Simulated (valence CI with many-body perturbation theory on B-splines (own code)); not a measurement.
# Zr²⁶⁺: calculated level list

Calculated by valence CI with perturbative core correlation (CI+MBPT): four valence electrons over a frozen Dirac-Fock core [Ne], a basis of 11 s, 11 p, 10 d, 8 f, 5 g, 2 h functions for each j, with the one-electron correlation potential Σ1, the two-electron term Σ2, the three-electron term Σ3, Breit, model QED; selected CI, second order for the rest, scaled by the run's own slope (own B-spline code, finite nucleus).

No measured spectrum was set against this ion. As an estimate, large intervals hold to a few tenths of a per cent, small ones and those within an open d or f shell to about a per cent. Among the levels kept, up to 700 cm⁻¹ of a level comes from second order outside the variational space, and about a tenth of that is noise between levels of different J, which matters for small intervals.

Levels 1 to 45 of 174, with energies above the lowest level, 3s²3p² ³P_0. "Leading %" is the weight of the configuration and term that name the level; weights of strongly mixed levels are sums over their largest components and can fall short. In the jj column 3d3/2^4 stands for four electrons in 3d with j = 3/2.

| No. | Configuration | Term | J | E (cm⁻¹) | Leading % | Second component | Leading jj |
| --- | --- | --- | --- | --- | --- | --- | --- |
| 1 | 3s²3p² | ³P | 0 | 0 | 80 | 18 % 3s²3p² ¹S | 3s^2 3p1/2^2 (95 %) |
| 2 | 3s²3p² | ³P | 1 | 123850 | 98 |  | 3s^2 3p1/2 3p3/2 (98 %) |
| 3 | 3s²3p² | ³P | 2 | 156220 | 50 | 48 % 3s²3p² ¹D | 3s^2 3p1/2 3p3/2 (95 %) |
| 4 | 3s²3p² | ¹D | 2 | 305320 | 50 | 47 % 3s²3p² ³P | 3s^2 3p3/2^2 (94 %) |
| 5 | 3s²3p² | ¹S | 0 | 384290 | 79 | 18 % 3s²3p² ³P | 3s^2 3p3/2^2 (94 %) |
| 6 | 3s3p³ | ⁵S° | 2 | 614070 | 75 | 18 % 3s3p³ ³P° | 3s 3p1/2^2 3p3/2 (67 %) |
| 7 | 3s3p³ | ³D° | 1 | 730290 | 60 | 18 % 3s3p³ ³P° | 3s 3p1/2^2 3p3/2 (65 %) |
| 8 | 3s3p³ | ³D° | 2 | 760560 | 58 | 16 % 3s3p³ ⁵S° | 3s 3p1/2 3p3/2^2 (70 %) |
| 9 | 3s3p³ | ³D° | 3 | 804210 | 87 | 11 % 3s²3p3d ³D° | 3s 3p1/2 3p3/2^2 (87 %) |
| 10 | 3s²3p3d | ¹D° | 2 | 873000 | 27 | 27 % 3s3p³ ¹D° | 3s 3p1/2 3p3/2^2 (40 %) |
| 11 | 3s3p³ | ³P° | 0 | 876400 | 90 | 9 % 3s²3p3d ³P° | 3s 3p1/2 3p3/2^2 (90 %) |
| 12 | 3s3p³ | ³P° | 1 | 892150 | 63 | 17 % 3s3p³ ³D° | 3s 3p1/2 3p3/2^2 (72 %) |
| 13 | 3s²3p3d | ³F° | 2 | 952730 | 59 | 18 % 3s3p³ ³P° | 3s^2 3p1/2 3d3/2 (50 %) |
| 14 | 3s3p³ | ³S° | 1 | 994490 | 52 | 33 % 3s3p³ ¹P° | 3s 3p1/2 3p3/2^2 (67 %) |
| 15 | 3s3p³ | ³P° | 2 | 1003600 | 30 | 21 % 3s²3p3d ¹D° | 3s 3p3/2^3 (43 %) |
| 16 | 3s²3p3d | ³F° | 3 | 1009100 | 86 | 5 % 3s²3p3d ³D° | 3s^2 3p1/2 3d5/2 (72 %) |
| 17 | 3s²3p3d | ³D° | 1 | 1071400 | 44 | 24 % 3s²3p3d ³P° | 3s^2 3p1/2 3d3/2 (82 %) |
| 18 | 3s²3p3d | ³P° | 2 | 1072000 | 51 | 19 % 3s3p³ ¹D° | 3s^2 3p1/2 3d5/2 (68 %) |
| 19 | 3s²3p3d | ³F° | 4 | 1118200 | 98 |  | 3s^2 3p3/2 3d5/2 (98 %) |
| 20 | 3s3p³ | ¹P° | 1 | 1145300 | 37 | 29 % 3s3p³ ³S° | 3s 3p3/2^3 (42 %) |
| 21 | 3s²3p3d | ³D° | 2 | 1179300 | 42 | 26 % 3s²3p3d ¹D° | 3s^2 3p3/2 3d3/2 (68 %) |
| 22 | 3s²3p3d | ³P° | 0 | 1188600 | 89 | 9 % 3s3p³ ³P° | 3s^2 3p3/2 3d3/2 (89 %) |
| 23 | 3s²3p3d | ³D° | 3 | 1190900 | 67 | 12 % 3s²3p3d ¹F° | 3s^2 3p3/2 3d3/2 (45 %) |
| 24 | 3s²3p3d | ³P° | 1 | 1211500 | 54 | 13 % 3s²3p3d ³D° | 3s^2 3p3/2 3d3/2 (52 %) |
| 25 | 3s²3p3d | ³P° | 2 | 1230700 | 36 | 19 % 3s²3p3d ³D° | 3s^2 3p3/2 3d5/2 (61 %) |
| 26 | 3s²3p3d | ¹F° | 3 | 1282900 | 80 | 15 % 3s²3p3d ³D° | 3s^2 3p3/2 3d5/2 (60 %) |
| 27 | 3s²3p3d | ¹P° | 1 | 1326500 | 70 | 13 % 3s3p³ ¹P° | 3s^2 3p3/2 3d5/2 (68 %) |
| 28 | 3p⁴ | ³P | 2 | 1407200 | 32 | 26 % 3s3p²3d ³P | 3p1/2^2 3p3/2^2 (43 %) |
| 29 | 3s3p²3d | ⁵F | 1 | 1413800 | 78 | 11 % 3s3p²3d ³D | 3s 3p1/2^2 3d3/2 (70 %) |
| 30 | 3s3p²3d | ⁵F | 2 | 1440300 | 59 | 11 % 3s3p²3d ⁵D | 3s 3p1/2 3p3/2 3d3/2 (26 %) |
| 31 | 3s3p²3d | ⁵F | 3 | 1469200 | 57 | 28 % 3s3p²3d ⁵D | 3s 3p1/2^2 3d5/2 (53 %) |
| 32 | 3p⁴ | ³P | 0 | 1497400 | 30 | 22 % 3s3p²3d ³P | 3p1/2^2 3p3/2^2 (43 %) |
| 33 | 3s3p²3d | ⁵D | 1 | 1513900 | 45 | 24 % 3s3p²3d ³P | 3s 3p1/2 3p3/2 3d3/2 (75 %) |
| 34 | 3s3p²3d | ⁵D | 2 | 1526800 | 39 | 22 % 3s3p²3d ³F | 3s 3p1/2 3p3/2 3d3/2 (73 %) |
| 35 | 3s3p²3d | ⁵D | 0 | 1533500 | 73 | 12 % 3p⁴ ³P | 3s 3p1/2 3p3/2 3d3/2 (62 %) |
| 36 | 3s3p²3d | ⁵F | 4 | 1534700 | 80 | 16 % 3s3p²3d ⁵D | 3s 3p1/2 3p3/2 3d5/2 (78 %) |
| 37 | 3s3p²3d | ⁵F | 3 | 1535900 | 31 | 27 % 3s3p²3d ⁵D | 3s 3p1/2 3p3/2 3d3/2 (63 %) |
| 38 | 3s3p²3d | ⁵D | 1 | 1558900 | 38 | 34 % 3p⁴ ³P | 3s 3p1/2 3p3/2 3d5/2 (34 %) |
| 39 | 3p⁴ | ¹D | 2 | 1562300 | 30 | 27 % 3s3p²3d ³F | 3s 3p1/2 3p3/2 3d3/2 (30 %) |
| 40 | 3s3p²3d | ⁵D | 4 | 1566600 | 48 | 37 % 3s3p²3d ³F | 3s 3p1/2 3p3/2 3d5/2 (48 %) |
| 41 | 3s3p²3d | ³F | 2 | 1571300 | 38 | 21 % 3s3p²3d ⁵D | 3s 3p1/2 3p3/2 3d5/2 (54 %) |
| 42 | 3s3p²3d | ⁵F | 5 | 1586100 | 85 | 15 % 3s3p²3d ³G | 3s 3p1/2 3p3/2 3d5/2 (71 %) |
| 43 | 3s3p²3d | ³F | 3 | 1610000 | 46 | 41 % 3s3p²3d ⁵P | 3s 3p1/2 3p3/2 3d5/2 (62 %) |
| 44 | 3s3p²3d | ⁵D | 3 | 1641800 | 35 | 30 % 3s3p²3d ⁵P | 3s 3p1/2 3p3/2 3d5/2 (51 %) |
| 45 | 3s3p²3d | ⁵P | 2 | 1645200 | 52 | 19 % 3s3p²3d ³P | 3s 3p1/2 3p3/2 3d5/2 (41 %) |

Names give the largest LS component (configuration and term), which can be under half, so a name can repeat, a term be missing and a line seem to break the LS rules; names also repeat where a configuration has a term twice.

The ionisation energy to 3s²3p ²P°1/2 of the next ion comes out as 1343.2 eV (NIST: 1344 ± 3 eV (semi-empirical)). All 174 levels together are meant to be complete up to 2693800 cm⁻¹.
